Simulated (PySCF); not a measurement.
H2Si2, SMILES [Si]=[SiH2] (connectivity only; charge and spin as stated), neutral, multiplicity 1.

The structure is a stationary point at TPSSh-D3(BJ)/def2-TZVP. The isomer is the one that the SMILES or the coordinates give; other isomers of the formula were not compared.

Computed with M06-2X/def2-TZVPD run with PySCF.

Symmetry labels are those of the subgroup C2v that the program uses (full group C2v).

Task: List the valence orbital energies around the gap with their symmetry. (An estimate is asked for; the answer gives what the named calculation found.)

Result: 
```tsv
orbital	symmetry	energy (eV)
HOMO−7	B1	-104.88
HOMO−6	B2	-104.83
HOMO−5	A1	-104.82
HOMO−4	A1	-16.71
HOMO−3	A1	-13.39
HOMO−2	B2	-11.39
HOMO−1	A1	-8.17
HOMO	B1	-6.63
LUMO	B2	-2.63
LUMO+1	B1	-1.00
LUMO+2	A1	0.59
LUMO+3	A1	0.79
```
